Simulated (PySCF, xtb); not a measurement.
Si(F)(NMe2) (C2H6FNSi), SMILES F[Si]N(C)C (connectivity only; charge and spin as stated), neutral, multiplicity 1. The values are those of a single conformer.

Harmonic wavenumbers (cm⁻¹) from GFN2-xTB run with xtb 6.7.1 at its own minimum, in rising order: 92, 156, 187, 227, 292, 338, 393, 692, 700, 1035, 1058, 1087, 1129, 1206, 1314, 1416, 1427, 1474, 1484, 1499, 1511, 2901, 2906, 2931, 2939, 3025, 3057.

Q: What does PBE-D3(BJ)/def2-SVP run with PySCF give at its own minimum? (An estimate is asked for; the answer gives what the named calculation found.)

A: 138, 217, 217, 254, 305, 326, 390, 654, 794, 978, 1042, 1064, 1122, 1207, 1260, 1368, 1394, 1395, 1418, 1418, 1448, 2919, 2927, 2984, 2991, 3031, 3086. Paired by order, the mean absolute difference is 38 cm⁻¹ and the zero-point energies are 52.1 and 52.0 kcal/mol.
